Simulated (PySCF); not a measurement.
Nuclear quadrupole coupling in `FCc1nccnn1`

Species: C₄H₄FN₃.
Cartesian coordinates in Å at the GFN2-xTB level; atoms count from 1:
```xyz
12
C4H4FN3 angstrom
F      2.5650   -0.6882   -0.8452
C      2.0415    0.2444    0.0165
C      0.5539    0.0486    0.1265
N     -0.2152    0.6387   -0.7889
C     -1.5059    0.3880   -0.7061
C     -1.9878   -0.4601    0.2942
N     -1.1667   -0.9487    1.2051
N      0.1047   -0.6903    1.1262
H      2.5201    0.0935    0.9879
H      2.2666    1.2288   -0.4041
H     -2.1472    0.8751   -1.4284
H     -3.0278   -0.7306    0.3903
```

Field gradients from the B3LYP/pcJ-1 density (PySCF, non-relativistic), principal values in atomic units, ordered |Vxx| ≤ |Vyy| ≤ |Vzz|:

| atom | Vxx | Vyy | Vzz |
| --- | --- | --- | --- |
| N4 | 0.2878 | 0.8827 | -1.1705 |
| N7 | 0.4904 | 0.9034 | -1.3939 |
| N8 | 0.5388 | 0.7532 | -1.2920 |

Q: Find the asymmetry η = (Vxx − Vyy)/Vzz and the couplings χ = eQV/h (234.96 MHz × Q in barn × V in au), with Q(14N) = 0.02044 b.

A: 
```json
{"atom": "N4", "environment": "pyridine-type nitrogen", "nucleus": "14N", "η": "0.51", "χzz (MHz)": "-5.62", "χxx (MHz)": "1.38", "χyy (MHz)": "4.24"}
{"atom": "N7", "environment": "pyridine-type nitrogen", "nucleus": "14N", "η": "0.30", "χzz (MHz)": "-6.69", "χxx (MHz)": "2.36", "χyy (MHz)": "4.34"}
{"atom": "N8", "environment": "pyridine-type nitrogen", "nucleus": "14N", "η": "0.17", "χzz (MHz)": "-6.21", "χxx (MHz)": "2.59", "χyy (MHz)": "3.62"}
```

The tensor is traceless: Vxx + Vyy + Vzz = 0.

Q: What is Vzz at N7 in SI units (1 au = 9.71736 × 10²¹ V/m²)?

A: -1.3939 au = -13.545 × 10²¹ V/m².

Q: And the gradient at the other heavy atoms, for which no coupling is worked out here?

A: 
```json
{"atom": "F1", "environment": "alkyl fluorine", "Vzz (au)": "3.110", "η": "0.06"}
{"atom": "C2", "environment": "sp3 C–F carbon", "Vzz (au)": "0.519", "η": "0.35"}
{"atom": "C3", "environment": "substituted aromatic carbon", "Vzz (au)": "0.320", "η": "0.57"}
{"atom": "C5", "environment": "aromatic CH next to a ring nitrogen", "Vzz (au)": "0.396", "η": "0.32"}
{"atom": "C6", "environment": "aromatic CH next to a ring nitrogen", "Vzz (au)": "0.328", "η": "0.34"}
```

Were the hydrogens deuterons (Q(2H) = 0.00286 b), χzz would run from 186 kHz (H10 and H9) to 209 kHz (H12).

One conformer (not necessarily the lowest) at the GFN2-xTB geometry, without solvent, vibrations or thermal averaging. GFN2-xTB bond lengths can be off by several hundredths of an ångström, more for odd bonds, and the gradients follow them. These gradients aren't converged with respect to the basis.
